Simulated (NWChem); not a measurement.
A series in which one site is exchanged, each optimised at PBE0/def2-SVP with NWChem, gas phase unless a solvent is named. All stand in one matching conformer (torsions within 35°), which need not be the lowest. For some, no frequency run checked for a minimum. def2 effective core potentials on Sn; no spin-orbit coupling.

A: [GeH2]([CH3])[NH2] (CH7GeN; site = Ge)
B: N[SiH2]C (CH7NSi; site = Si)
C: [CH3][SnH2][NH2] (CH7NSn; site = Sn)

```csv
quantity,A,B,C
"orbital gap (eV), PBE0/def2-SVP",8.11,___,7.31
"vertical ionisation energy, ΔSCF, PBE/def2-SVP (eV)",8.94,___,8.69
"static polarisability, PBE0/def2-SVPD (bohr³)",54.0,___,64.1
```

Complete the blanks.


- orbital gap (eV), PBE0/def2-SVP, B: 8.33
- vertical ionisation energy, ΔSCF, PBE/def2-SVP (eV), B: 9.04
- static polarisability, PBE0/def2-SVPD (bohr³), B: 50.3
